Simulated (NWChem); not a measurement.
System: SiNH5O; SMILES N[SiH2]O

Here is an NWChem input.

```
start job
memory heap 200 mb stack 900 mb global 1100 mb
geometry units angstroms noautoz
  Si    -0.469113     0.031487    -0.000660
  N      0.411711    -1.439525     0.004138
  O      0.541997     1.362221     0.006839
  H     -1.334949     0.083329     1.218264
  H     -1.310345     0.017823    -1.235100
  H      0.822933    -1.778107    -0.858144
  H      0.987138    -1.689388     0.800595
  H      0.144439     2.207923     0.233372
end
basis spherical
  Si library def2-svp
  N library def2-svp
  O library def2-svp
  H library def2-svp
end
dft
  xc b3lyp
  iterations 150
end
tddft
  nroots 6
end
task tddft energy
```

NWChem printed, in part:

```
             Northwest Computational Chemistry Package (NWChem) 7.3.0
             --------------------------------------------------------

 C1  symmetry detected

                             Geometry "geometry" -> ""
                             -------------------------

 Output coordinates in angstroms (scale by  1.889725989 to convert to a.u.)

  No.       Tag          Charge          X              Y              Z
 ---- ---------------- ---------- -------------- -------------- --------------
    1 Si                  14.0000    -0.46805251     0.02727913    -0.00125369
    2 N                    7.0000     0.41636392    -1.44154207     0.00979662
    3 O                    8.0000     0.53978878     1.36029931    -0.02503998
    4 H                    1.0000    -1.31668555     0.09271343     1.22906156
    5 H                    1.0000    -1.32662484    -0.00406571    -1.22337117
    6 H                    1.0000     0.81617908    -1.79017236    -0.85384469
    7 H                    1.0000     1.00361124    -1.67990129     0.80113534
    8 H                    1.0000     0.14339746     2.20791816     0.19631410

 Effective nuclear repulsion energy (a.u.)     118.9461316282

                                 NWChem DFT Module
                                 -----------------

 Summary of "ao basis" -> "ao basis" (spherical)
 ------------------------------------------------------------------------------
       Tag                 Description            Shells   Functions and Types
 ---------------- ------------------------------  ------  ---------------------
 Si                         def2-svp                 8       18   4s3p1d
 N                          def2-svp                 6       14   3s2p1d
 O                          def2-svp                 6       14   3s2p1d
 H                          def2-svp                 3        5   2s1p

[...]

                                NWChem TDDFT Module
                                -------------------

            General Information
            -------------------
           No. of orbitals :     142
            Alpha orbitals :      71
             Beta orbitals :      71
        Alpha frozen cores :       0
         Beta frozen cores :       0
     Alpha frozen virtuals :       0
      Beta frozen virtuals :       0
         Spin multiplicity :       1
    Number of AO functions :      71
        Use of symmetry is : off
      Symmetry adaption is : off
         Schwarz screening :  0.10D-07

              XC Information
              --------------
                  B3LYP Method XC Potential
              Hartree-Fock (Exact) Exchange   0.20
                 Slater Exchange Functional   0.80 local
             Becke 1988 Exchange Functional   0.72 non-local
       Lee-Yang-Parr Correlation Functional   0.81
           VWN I RPA Correlation Functional   0.19 local

             TDDFT Information
             -----------------
          Calculation type : TDDFT
         Wavefunction type : Restricted singlets & triplets
          No. of electrons :      34
           Alpha electrons :      17
            Beta electrons :      17
              No. of roots :       6
          Max subspacesize :    5200
            Max iterations :     100
               Target root :       1
           Target symmetry : none
      Symmetry restriction : off
                 Algorithm : Optimal
        Davidson threshold :  0.10D-03

    6 smallest eigenvalue differences (eV)
--------------------------------------------------------
  No. Spin  Occ  Vir  Irrep   E(Occ)    E(Vir)   E(Diff)
--------------------------------------------------------
    1    1   17   18 a        -0.264     0.045     8.415
    2    1   17   19 a        -0.264     0.048     8.483
    3    1   16   18 a        -0.292     0.045     9.183
    4    1   16   19 a        -0.292     0.048     9.251
    5    1   17   20 a        -0.264     0.101     9.935
    6    1   17   21 a        -0.264     0.107    10.095
--------------------------------------------------------

  Entering Davidson iterations
  Restricted singlet excited states

  Iter   NTrls   NConv    DeltaV     DeltaE      Time
  ----  ------  ------  ---------  ---------  ---------
    1      6       0     0.16E+00   0.10+100        3.8
    2     18       0     0.34E-01   0.62E-02        6.6
    3     30       0     0.12E-01   0.52E-03        7.6
    4     42       0     0.60E-02   0.13E-03        7.6
    5     54       0     0.29E-02   0.32E-04        7.4
    6     66       0     0.11E-02   0.49E-05        7.4
    7     78       2     0.44E-03   0.43E-06        8.0
    8     86       5     0.16E-03   0.55E-07        5.1
    9     88       6     0.76E-04   0.49E-08        3.0
  ----  ------  ------  ---------  ---------  ---------
  Convergence criterion met

  Ground state a        -422.365322259251 a.u.

  ----------------------------------------------------------------------------
  Root   1 singlet a              0.262998701 a.u.                7.1566 eV
  ----------------------------------------------------------------------------
     Transition Moments    X  0.29024   Y  0.22363   Z -0.02266
     Dipole Oscillator Strength                    0.0236275193
     Electric Quadrupole                           0.0000000917
     Magnetic Dipole                               0.0000011402
     Total Oscillator Strength                     0.0236287512

[...]
```

Level: B3LYP/def2-SVP, full TDDFT. Structure relaxed at the PBE0/def2-SVP level. B3LYP is NWChem's, with the RPA form of VWN correlation.
